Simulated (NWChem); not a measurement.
Molecule: 1,1,1-trifluoroethane (C₂H₃F₃); SMILES CC(F)(F)F

Program: NWChem. Structure relaxed at the PBE0/def2-SVP level. Level B3LYP/def2-SVP: single points from the atomic guess with DIIS by default; each run changes one setting, and all converged runs end within 0.3 mHa of each other.

### Question
Which setting needs the most SCF iterations, or fails (occupation smearing of 0.005 Ha; defaults; DIIS on 3 Fock matrices; level shift of 0.5 Ha throughout; no DIIS, 40 % damping)?

### Answer
no DIIS, 40 % damping, with 16 against 7 for the defaults.
```tsv
setting	SCF iterations
defaults	7
no DIIS, 40 % damping	16
DIIS on 3 Fock matrices	8
occupation smearing of 0.005 Ha	7
level shift of 0.5 Ha throughout	10
```
